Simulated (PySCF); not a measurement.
TDDFT excited states: CHBF2S

Species: CHBF2S.
Bonds: F1–B2, B2–F3, B2–C4, C4–S5 (double). Hydrogens: H6 on C4.

Method used: TDDFT PBE0/def2-SVPD, vertical, gas phase, core orbitals frozen in the response (PySCF). Geometry: PBE0-D3(BJ)/def2-SVP; no solvent, vibrations or thermal averaging. Torsions of this conformer, `[F:1][B:2]([F:3])[CH:4]=[S:5]`: F1–B2–C4–S5 7°.

```json
{"state": "S1", "λ (nm)": "789.4", "E (eV)": "1.57", "f": "0.0000", "main configurations (H = HOMO, L = LUMO)": "H→L (100%)"}
{"state": "S2", "λ (nm)": "212.6", "E (eV)": "5.83", "f": "0.0037", "main configurations (H = HOMO, L = LUMO)": "H-2→L (98%)"}
{"state": "S3", "λ (nm)": "210.9", "E (eV)": "5.88", "f": "0.217", "main configurations (H = HOMO, L = LUMO)": "H-1→L (91%)"}
{"state": "S4", "λ (nm)": "201.9", "E (eV)": "6.14", "f": "0.026", "main configurations (H = HOMO, L = LUMO)": "H→L+1 (94%)"}
{"state": "S5", "λ (nm)": "189.3", "E (eV)": "6.55", "f": "0.0052", "main configurations (H = HOMO, L = LUMO)": "H→L+2 (96%)"}
{"state": "S6", "λ (nm)": "184.3", "E (eV)": "6.73", "f": "0.0028", "main configurations (H = HOMO, L = LUMO)": "H-3→L (93%)"}
{"state": "S7", "λ (nm)": "179.8", "E (eV)": "6.90", "f": "0.049", "main configurations (H = HOMO, L = LUMO)": "H→L+3 (92%)"}
{"state": "S8", "λ (nm)": "171.8", "E (eV)": "7.21", "f": "0.052", "main configurations (H = HOMO, L = LUMO)": "H→L+4 (91%)"}
{"state": "S9", "λ (nm)": "164.0", "E (eV)": "7.56", "f": "0.0002", "main configurations (H = HOMO, L = LUMO)": "H-4→L (92%)"}
{"state": "S10", "λ (nm)": "160.9", "E (eV)": "7.71", "f": "0.0010", "main configurations (H = HOMO, L = LUMO)": "H→L+5 (55%), H→L+6 (42%)"}
```

Triplets, Tamm–Dancoff:

```
state  E (eV)  λ (nm)  main configurations (H = HOMO, L = LUMO)
   T1    0.94    1316                                 H→L (99%)
   T2    2.96   419.2                               H-1→L (98%)
   T3    4.90   253.2                               H-2→L (95%)
   T4    5.93   209.1                               H→L+1 (88%)
```

The lowest singlet lies at 1.57 eV (789 nm, near infrared) and is dark (f under 0.0005); its leading configuration is HOMO→LUMO (100%). The strongest level in the table is S3 at 5.88 eV (211 nm, f = 0.217). S1 has the pattern of n→π* at C=S. Of the 10 states listed, 4 reach f = 0.01 and 2 stay under 0.0005. The listed states span 6.14 eV, and the widest gap between neighbours is 4.26 eV (S1 to S2). Orbital energies (eV): HOMO-3 -12.14, HOMO-2 -11.29, HOMO-1 -9.80, HOMO -7.09, LUMO -3.72, LUMO+1 0.20, LUMO+2 0.87. No computed singlet lies between 380 and 750 nm, and the lowest lies beyond, at 789 nm; a Tamm–Dancoff triplet lies at 419 nm, without intensity as long as spin–orbit coupling is left out. All these states lie below the vertical ionisation energy of 9.49 eV (ΔSCF). Only the lowest 10 singlets were computed, as vertical energies without vibronic structure.

Time: 19 s of wall time. Hardware: one thread of an x86-64 server, shared host.
